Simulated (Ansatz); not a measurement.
Reaction (cleavage of the Si–Si bond): `O[Si@H](Cl)[Si@@H](O)F` + CH₃OH → `CO[SiH](O)Cl` + `O[SiH2]F`

Isolated molecules relaxed with PBE0-D4/def2-TZVP in Ansatz; ΔE leaves out vibrations. CCSD(T)/CBS is the MP2 limit (def2-TZVPP, def2-QZVPP) plus CCSD(T) − MP2 in def2-TZVPP, frozen cores. This one scheme is used for every species. Functionals use def2-TZVPP. B3LYP here is the variant with VWN-RPA as its local correlation; programs differ in this. One conformer a species, not always the lowest.

```csv
level,ΔE (kcal/mol)
r2SCAN,-31.8
PBE0,-29.1
B3LYP,-32.5
SCS-MP2/def2-QZVPP,-35.7
```

Q: What does CCSD(T)/CBS give? (Estimate.)

A: Ansatz gave: -33.1 kcal/mol. The listed levels differ from it by 1.3, 4.0, 0.6, -2.6 kcal/mol.

Largest T1 diagnostic among the species: 0.012.

The D4 term adds +0.9 kcal/mol with B3LYP and +0.5 kcal/mol with PBE0; it sums over pairs of atoms, weighted by their polarisabilities, and B3LYP, whose exchange is more repulsive, gets the larger term. In def2-TZVPP, CCSD(T) changes the Hartree–Fock value by +5.1 kcal/mol (the triples alone add +0.7 kcal/mol) and MP2 by +3.3 kcal/mol. From PBE to PBE0 (25 % exact exchange), in def2-TZVPP and without D4, ΔE moves by −2.6 kcal/mol.
